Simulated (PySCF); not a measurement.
C7H5NO: full NMR table

```yaml
Formula: C7H5NO
SMILES: N#COc1ccccc1
Point_group_of_the_computed_structure: C1
Degrees_of_unsaturation: 6
Carbon_signals: 5
Proton_signals: 3
```

Atom-mapped SMILES (the numbers label the heavy atoms): `[N:1]#[C:2][O:3][c:4]1[cH:5][cH:6][cH:7][cH:8][cH:9]1`. Each H is labelled by its parent atom.

[PySCF: J couplings at B3LYP/pcJ-1 (without the spin–dipole term); shielding tensors at PBE0/pcSseg-1 (GIAO); geometry: PBE0-D3(BJ)/def2-SVP; non-relativistic Hamiltonian; one conformer; rapidly exchanging positions averaged; in vacuum]

Shifts are taken against calculated references (same method and geometry level): $^{1}$H (σ = 31.27 ppm) and $^{13}$C (σ = 184.41 ppm) against TMS; $^{15}$N (σ = 265.67 ppm) vs NH3; H2O for $^{17}$O (σ = 334.56 ppm).

| carbon | δC, type | δH (multiplicity, J in Hz) | HMBC from (abs. J ≥ 3 Hz) | span of the C tensor (ppm) |
| --- | --- | --- | --- | --- |
| C2 | 112.3, C | – | – | 328 |
| C4 | 157.9, C | – | H(C6)/H(C8), H(C5)/H(C9) | 165 |
| C5/C9 | 119.7, CH | 7.40 (d, 9.4) | H(C5)/H(C9), H(C7) | 196 |
| C6/C8 | 136.1, CH | 7.58 (dd, 9.4, 8.3) | H(C6)/H(C8) | 234 |
| C7 | 131.3, CH | 7.39 (t, 8.3) | H(C5)/H(C9) | 233 |

Other nuclei:
```tsv
atoms	nucleus	environment	δ (ppm)	σ (ppm)
N1	$^{15}$N	nitrile nitrogen	216.6	49.1
O3	$^{17}$O	ether oxygen	118.9	215.7
```

Selected couplings (Hz, signed; the shortest-range and largest first, 30 at most; isotopes $^{13}$C, $^{1}$H): $^{1}J$(C5,H(C5)) 172.4, $^{1}J$(C7,H(C7)) 170.6, $^{1}J$(C6,H(C6)) 170.5, $^{3}J$(H(C5),H(C6)) 9.4, $^{3}J$(H(C6),H(C7)) 8.3.

1. Carbon types of the structure: 2 × C, 5 × CH, which accounts for all hydrogens.
2. δC 157.9: aromatic carbon bearing oxygen; σ withdrawal by the attached heteroatom moves it downfield of the ring CH carbons.
3. δC 136.1, 131.3, 119.7: aromatic CH.
4. δC 112.3: nitrile carbon; this is the usual window of a C≡N carbon, which has no attached hydrogen.
5. δH 7.58, 7.40, 7.39: hydrogen on an aromatic CH; ring-current deshielding.
6. The protons at 7.40 and 7.58 share a coupling of 9.4 Hz (vicinal, an ortho-type coupling).
7. The protons at 7.58 and 7.39 share a coupling of 8.3 Hz (vicinal, an ortho-type coupling).

Splittings below 1 Hz are ignored in the labels, and close J values are merged. Couplings among chemically equivalent protons are left out too, so labels in AA′BB′ or AA′XX′ sets are apparent multiplicities. Unscaled 3J(H,H) at this level run about 10 % above measured values. Shifts are as computed. Against solution values, carbons near 30 ppm lie about +2 ppm off and those near 130 ppm about +5 ppm. Of 1211 compounds with measured shifts, 218 miss one by over three times the rms of a fit or turn the order of signals round; such compounds aren't used in these exercises. Experimental scales use liquid or dissolved standards, which lie at an offset from isolated NH3 (liquid NH3: subtract about 20 ppm) and H2O (liquid H2O: subtract about 36 ppm). Unscaled 15N shifts of sp2 nitrogen come out 20 to 40 ppm too high even then.
